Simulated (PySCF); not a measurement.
# Excitation energy of P(2+) by level of theory

P(2+) [Ne] 3s2 3p1 (2P) → P(2+) [Ne] 3s1 3p1 3d1 (high-spin determinant), as a difference of total energies. Calculation: PySCF 2.14, in aug-cc-pCVTZ-DK with one added diffuse shell each of s, p, d, f type (9s8p6d4f, 91 functions); the spin-free X2C one-electron Hamiltonian (Gaussian nucleus). Correlated levels: valence: [Ne] frozen; valence and next inner shell: 1s2 frozen; nothing frozen. The calculations carry no spin-orbit coupling.

```json
{"method": "UHF", "excitation energy (eV)": "19.762"}
{"method": "LDA", "excitation energy (eV)": "19.845"}
{"method": "PBE", "excitation energy (eV)": "19.639"}
{"method": "PBE0", "excitation energy (eV)": "19.899"}
{"method": "r2SCAN", "excitation energy (eV)": "19.428"}
{"method": "LC-wPBE", "excitation energy (eV)": "20.112"}
{"method": "TPSS", "excitation energy (eV)": "19.657"}
{"method": "PW91", "excitation energy (eV)": "19.651"}
{"method": "MP2 (valence)", "excitation energy (eV)": "20.646"}
{"method": "SCS-MP2 (valence)", "excitation energy (eV)": "21.091"}
{"method": "MP2 (valence and next inner shell)", "excitation energy (eV)": "20.830"}
{"method": "SCS-MP2 (valence and next inner shell)", "excitation energy (eV)": "21.233"}
{"method": "MP2 (all electrons)", "excitation energy (eV)": "20.825"}
{"method": "SCS-MP2 (all electrons)", "excitation energy (eV)": "21.229"}
```

Problem. How much does correlation contribute at MP2 (all electrons)?

Solution. 20.825 − (19.762) = 1.063 eV, measured against UHF.

A first-order spin-orbit estimate (lowest level to lowest level, LS coupling) adds 0.010 eV.

The promoted electron is Rydberg-like, and one or two diffuse shells describe it only roughly, which tends to raise the upper state.

The determinant of the upper state mixes LS terms, which raises its energy above the lowest term, most at the Hartree-Fock and MP2 levels.
